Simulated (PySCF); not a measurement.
Compound: C₂H₇FOSi₂.
SMILES with atom numbers: `[OH:1][Si@@H:2]1[CH2:3][SiH2:4][C@@H:5]1[F:6]`

Structure used (GFN2-xTB), in Å, numbered top down from 1:
```
atom  x, y, z in Å
O1    -2.211   -0.602   -0.607
Si2   -1.177    0.433    0.095
C3     0.299    0.971   -1.008
Si4    1.551   -0.153   -0.087
C5     0.125   -0.511    1.176
F6    -0.177   -1.871    1.343
H7    -2.071   -1.543   -0.525
H8    -1.997    1.454    0.727
H9     0.181    0.762   -2.068
H10    0.536    2.029   -0.933
H11    2.711    0.521    0.497
H12    1.942   -1.359   -0.814
H13    0.283   -0.131    2.186
```

Probes without a nucleus sit at each ring's centroid and 1 Å off its mean plane on both sides; NICS is minus the shielding there, NICSzz its component along the normal. Level: GIAO PBE0/pcSseg-1 (PySCF, non-relativistic, gas phase) on the GFN2-xTB geometry, one conformer.

Ring bond lengths (Å), with Mayer bond orders in brackets: Si2–C3 1.919 (0.86), C3–Si4 1.919 (0.93), Si4–C5 1.937 (0.87), C5–Si2 1.937 (0.83).

Problem. What do the NICS probes read (ppm)?

Solution. 
```json
{"ring": "Si2–C3–Si4–C5", "type": "4-membered ring with 2 Si; formal bonds all single", "NICS(0)": "0.5", "NICS(1), two faces": "-3.5 / 0.5", "NICS(1)zz, two faces": "0.1 / 6.6", "rms pucker (Å)": "0.06", "centre to ring atoms, mean (Å)": "1.36"}
```

Problem. What do they say, and how far can they be read as aromaticity?

Solution. 
- Si2–C3–Si4–C5: mean NICS(1)zz 3.4 ppm, deshielded. Si2, C3, Si4, C5 have four or more neighbours; no verdict on aromaticity is drawn. The two faces differ by 6.5 ppm, so no symmetry operation interchanges them.

Problem. What is the mean of the two in-plane components of NICS at the second NICS(1) probe listed for ring Si2–C3–Si4–C5, 1 Å off the ring?

Solution. The isotropic value is a third of the trace: (3 × 0.5 − (6.6))/2 = -2.5 ppm.

Problem. How shielded are the nuclei of the rings and their hydrogens (means over atoms taken as equivalent)?

Solution. 
| atoms | environment | σ isotropic (ppm) | principal values of the symmetric part, first atom (ppm) |
| --- | --- | --- | --- |
| Si2 | oxygen-bound silicon | 347.9 | 298.4, 359.9, 385.3 |
| C3 | sp3 carbon bound to silicon | 184.1 | 164.3, 182.7, 205.4 |
| Si4 | SiH2 silicon | 384.4 | 353.6, 372.8, 426.8 |
| C5 | sp3 C–F carbon | 92.7 | 35.4, 82.0, 160.6 |
| H8 | Si–H hydrogen | 26.11 | 22.5, 24.1, 31.8 |
| H9 | methylene hydrogen | 30.93 | 27.1, 27.5, 38.2 |
| H10 | methylene hydrogen | 31.32 | 27.1, 28.5, 38.3 |
| H11 | Si–H hydrogen | 26.93 | 23.7, 25.0, 32.1 |
| H12 | Si–H hydrogen | 26.87 | 24.4, 24.8, 31.5 |
| H13 | methine hydrogen | 25.99 | 23.4, 25.3, 29.2 |
